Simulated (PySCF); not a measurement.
C₄H₁₀AlFO (SMILES CC(C)[O][Al]([CH3])[F]), singlet, at a GFN2-xTB geometry (such geometries of metal compounds can be far from the true shape); CASSCF(2,3)/STO-3G (PySCF).

The PySCF input:
```python
from pyscf import gto, scf, mcscf
import numpy

mol = gto.M(
    atom='''
Al   -0.15877831    0.48745597    1.18453278
F    -1.22549218   -0.29209642    2.18857117
C     0.54963225    2.27177821    1.68346117
H     1.63552720    2.25348970    1.76893956
H     0.13775315    2.60317084    2.63517053
H     0.30524576    3.01665816    0.92699186
O     0.30130061   -0.26878167   -0.19831275
C     0.57447459   -0.88172674   -1.42440234
C     0.55968413    0.16348190   -2.53736617
C    -0.44310942   -1.98811638   -1.69135509
H     1.57998887   -1.32365858   -1.35992684
H    -0.43006711    0.61012505   -2.60508530
H     0.81124321   -0.29501862   -3.48988162
H     1.27995489    0.94771953   -2.31729779
H    -0.42893059   -2.70456448   -0.87367109
H    -1.44024294   -1.55787378   -1.75529850
H    -0.21141885   -2.50035613   -2.62153105
''',
    basis='sto-3g',
    verbose=4,
)

mf = scf.RHF(mol)
mf.kernel()
mc = mcscf.CASSCF(mf, 3, 2)
mc.fix_spin_(ss=0.0)
mc.kernel()
occ = numpy.linalg.eigvalsh(mc.fcisolver.make_rdm1(mc.ci, mc.ncas, mc.nelecas))[::-1]
ss = mc.fcisolver.spin_square(mc.ci, mc.ncas, mc.nelecas)[0]
print('natural occupations', occ.round(4), ' <S^2>', round(ss, 4))
```

What the program printed (banner, timings and long lists left out):

```
PySCF version 2.14.0

[INPUT] verbose = 4
[INPUT] num. atoms = 17
[INPUT] num. electrons = 64
[INPUT] charge = 0
[INPUT] spin (= nelec alpha-beta = 2S) = 0
[INPUT] symmetry False subgroup None
[INPUT] Mole.unit = angstrom
[INPUT] Symbol           X                Y                Z      unit          X                Y                Z       unit  Magmom
[...]
nuclear repulsion = 370.192008280024
number of shells = 33
number of NR pGTOs = 147
number of NR cGTOs = 49
basis = sto-3g
ecp = {}

******** <class 'pyscf.scf.hf.RHF'> ********
method = RHF
initial guess = minao
damping factor = 0
level_shift factor = 0
DIIS = <class 'pyscf.scf.diis.CDIIS'>
diis_start_cycle = 1
diis_space = 8
diis_damp = 0
SCF conv_tol = 1e-09
SCF conv_tol_grad = None
SCF max_cycles = 50
direct_scf = True
direct_scf_tol = 1e-13
Set gradient conv threshold to 3.16228e-05
Initial guess from minao.
init E= -566.905268668594
[...]
cycle= 1 E= -566.288237907947  delta_E= 0.617  |g|= 0.604  |ddm|= 4.73
[...]
cycle= 2 E= -566.436368811163  delta_E= -0.148  |g|= 0.171  |ddm|= 1.15
[...]
cycle= 3 E= -566.446622265929  delta_E= -0.0103  |g|= 0.0393  |ddm|= 0.266
[...]
cycle= 4 E= -566.447504908808  delta_E= -0.000883  |g|= 0.00771  |ddm|= 0.0887
[...]
cycle= 5 E= -566.447545264426  delta_E= -4.04e-05  |g|= 0.00213  |ddm|= 0.0189
[...]
cycle= 6 E= -566.447549372684  delta_E= -4.11e-06  |g|= 0.000448  |ddm|= 0.00643
[...]
cycle= 7 E= -566.447549571482  delta_E= -1.99e-07  |g|= 8.38e-05  |ddm|= 0.00155
[...]
cycle= 8 E= -566.44754957741  delta_E= -5.93e-09  |g|= 1.82e-05  |ddm|= 0.000256
[...]
cycle= 9 E= -566.447549577633  delta_E= -2.23e-10  |g|= 3.84e-06  |ddm|= 4.61e-05
[...]
Extra cycle  E= -566.447549577646  delta_E= -1.25e-11  |g|= 1.53e-06  |ddm|= 7.93e-06
converged SCF energy = -566.447549577646

******** <class 'pyscf.mcscf.mc1step.CASSCF'> ********
CAS (1e+1e, 3o), ncore = 31, nvir = 15
max_cycle_macro = 50
max_cycle_micro = 4
conv_tol = 1e-07
conv_tol_grad = None
orbital rotation max_stepsize = 0.02
orbital rotation threshold for CI restart = 0.01
augmented hessian ah_max_cycle = 30
augmented hessian ah_conv_tol = 1e-12
augmented hessian ah_linear dependence = 1e-14
augmented hessian ah_level shift = 1e-08
augmented hessian ah_start_tol = 2.5
augmented hessian ah_start_cycle = 3
augmented hessian ah_grad_trust_region = 3
kf_trust_region = 3
kf_interval = 4
ci_response_space = 4
ci_grad_trust_region = 3
with_dep4 0
natorb = False
canonicalization = True
sorting_mo_energy = False
[...]
CASCI E = -566.448140908242  S^2 = 0.0000000
[...]
macro iter   5 ( 21 JK    4 micro), CASSCF E = -566.459939987341  dE = -1.18760604e-03  S^2 = 0.0000000
               |grad[o]|=0.00772  |grad[c]|=0.00271  |ddm|=0.0039  |maxRot[o]|=0.298
macro iter   6 ( 21 JK    4 micro), CASSCF E = -566.459970586925  dE = -3.05995833e-05  S^2 = 0.0000000
               |grad[o]|=0.00608  |grad[c]|=0.00406  |ddm|=0.00271  |maxRot[o]|=0.206
macro iter   7 ( 21 JK    4 micro), CASSCF E = -566.459940505291  dE =  3.00816336e-05  S^2 = 0.0000000
               |grad[o]|=0.00609  |grad[c]|=0.00413  |ddm|=0.00285  |maxRot[o]|=0.0511
macro iter   8 ( 21 JK    4 micro), CASSCF E = -566.460700475795  dE = -7.59970504e-04  S^2 = 0.0000000
               |grad[o]|=0.00616  |grad[c]|=0.00135  |ddm|=0.00244  |maxRot[o]|=0.0576
macro iter   9 ( 21 JK    4 micro), CASSCF E = -566.461121542012  dE = -4.21066217e-04  S^2 = 0.0000000
               |grad[o]|=0.00445  |grad[c]|=0.00119  |ddm|=0.00161  |maxRot[o]|=0.132
macro iter  10 ( 21 JK    4 micro), CASSCF E = -566.461384088303  dE = -2.62546291e-04  S^2 = 0.0000000
               |grad[o]|=0.00306  |grad[c]|=0.00137  |ddm|=0.00168  |maxRot[o]|=0.216
macro iter  11 ( 21 JK    4 micro), CASSCF E = -566.461482352146  dE = -9.82638434e-05  S^2 = 0.0000000
               |grad[o]|=0.00169  |grad[c]|=0.00106  |ddm|=0.000805  |maxRot[o]|=0.136
macro iter  12 ( 21 JK    4 micro), CASSCF E = -566.461508106943  dE = -2.57547964e-05  S^2 = 0.0000000
               |grad[o]|=0.000683  |grad[c]|=0.000677  |ddm|=0.000326  |maxRot[o]|=0.146
macro iter  13 ( 10 JK    2 micro), CASSCF E = -566.461513399515  dE = -5.29257204e-06  S^2 = 0.0000000
               |grad[o]|=0.000228  |grad[c]|=0.000254  |ddm|=0.000286  |maxRot[o]|=0.133
macro iter  14 (  3 JK    1 micro), CASSCF E = -566.461513574860  dE = -1.75344894e-07  S^2 = 0.0000000
               |grad[o]|=9.46e-05  |grad[c]|=0.000138  |ddm|=3.3e-05  |maxRot[o]|=0.00702
macro iter  15 (  3 JK    1 micro), CASSCF E = -566.461513581929  dE = -7.06950232e-09  S^2 = 0.0000000
               |grad[o]|=3e-05  |grad[c]|=3.18e-05  |ddm|=7.76e-06  |maxRot[o]|=0.00113
1-step CASSCF converged in  15 macro (250 JK  50 micro) steps
CASSCF canonicalization
Density matrix diagonal elements [1.97634800e+00 9.52087616e-04 2.26999098e-02]
CASSCF energy = -566.461513581929
CASCI E = -566.461513581929  E(CI) = -1.37280685434712  S^2 = 0.0000000
natural occupations [1.9765e+00 2.2600e-02 9.0000e-04]  <S^2> 0.0
```
